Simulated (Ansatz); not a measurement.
One change: `BC1C[SiH2][SiH2]1` becomes `OC1C[SiH2][SiH2]1`.

Ansatz, PBE0-D4/def2-TZVP geometries, multiplicity 1. Each molecule was computed in one conformer, which needn't be the lowest.

```
                                          property  `BC1C[SiH2][SiH2]1`
               HOMO–LUMO gap (PBE/def2-TZVPP) / eV                 5.11
                HOMO energy (PBE0/def2-TZVPP) / eV                -7.41
               HOMO energy (B3LYP/def2-TZVPP) / eV                -7.22
              HOMO–LUMO gap (PBE0/def2-TZVPP) / eV                 7.06
           HOMO–LUMO gap (ωB97M-V/def2-TZVPP) / eV                10.74
size of the dipole moment (ωB97M-V/def2-TZVPP) / D                 1.26
```

(1) Give the same properties after the change, and the shifts. (Estimate.)

Answers

(1) Computed: 
| property | `OC1C[SiH2][SiH2]1` | shift |
| --- | --- | --- |
| HOMO–LUMO gap (PBE/def2-TZVPP) / eV | 4.71 | -0.40 |
| HOMO energy (PBE0/def2-TZVPP) / eV | -6.98 | 0.43 |
| HOMO energy (B3LYP/def2-TZVPP) / eV | -6.77 | 0.45 |
| HOMO–LUMO gap (PBE0/def2-TZVPP) / eV | 6.84 | -0.22 |
| HOMO–LUMO gap (ωB97M-V/def2-TZVPP) / eV | 10.57 | -0.17 |
| size of the dipole moment (ωB97M-V/def2-TZVPP) / D | 1.14 | -0.12 |

With PBE0 the HOMO rises by 0.43 eV and the LUMO rises by 0.22 eV, so the gap narrows by about 0.21 eV. PBE moves the HOMO by 0.66 eV and ωB97M-V by 0.33 eV. Dipoles are sizes alone; their direction can turn.

B3LYP here is the variant with VWN-RPA as its local correlation; programs differ in this.
